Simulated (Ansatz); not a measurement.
`C[SiH](O)[Si](O)(F)F` + CH₃OH → `CO[Si](O)(F)F` + `C[SiH2]O`  (cleavage of the Si–Si bond)

Isolated molecules relaxed with PBE0-D4/def2-TZVP in Ansatz; ΔE leaves out vibrations. CBS: MP2 limit from def2 TZ/QZ plus the TZ coupled-cluster correction, frozen cores. This one scheme is used for every species. DFT in def2-TZVPP. B3LYP here is the variant with VWN-RPA as its local correlation; programs differ in this. Each species was taken in one conformer, which may not be the lowest.

| level | ΔE (kJ/mol) | difference from CCSD(T)/CBS |
| --- | --- | --- |
| PBE-D4 | -98.8 | 31.4 |
| r2SCAN-D4 | -126.4 | 3.8 |
| B3LYP-D4 | -122.1 | 8.1 |
| ωB97X-V | -123.9 | 6.3 |
| ωB97M-V | -130.6 | -0.4 |
| PBE | -101.6 | 28.6 |
| r2SCAN | -127.4 | 2.8 |
| PBE0 | -114.3 | 15.9 |
| B3LYP | -126.6 | 3.6 |
| HF/def2-TZVPP | -158.0 | -27.8 |
| MP2/def2-TZVPP | -137.7 | -7.5 |
| CCSD/def2-TZVPP | -136.7 | -6.5 |
| CCSD(T)/def2-TZVPP | -133.0 | -2.8 |
| HF/def2-QZVPP | -160.1 | -29.9 |
| MP2/def2-QZVPP | -136.9 | -6.7 |
| HF/CBS(def2) | -160.4 | -30.2 |
| CCSD(T)/CBS | -130.2 | 0 |

Largest T1 diagnostic among the species: 0.012.

The D4 term adds +4.4 kJ/mol with B3LYP and +2.8 kJ/mol with PBE0; it sums over pairs of atoms, weighted by their polarisabilities, and B3LYP, whose exchange is more repulsive, gets the larger term. In def2-TZVPP, CCSD(T) changes the Hartree–Fock value by +25.1 kJ/mol (the triples alone add +3.7 kJ/mol) and MP2 by +20.3 kJ/mol.
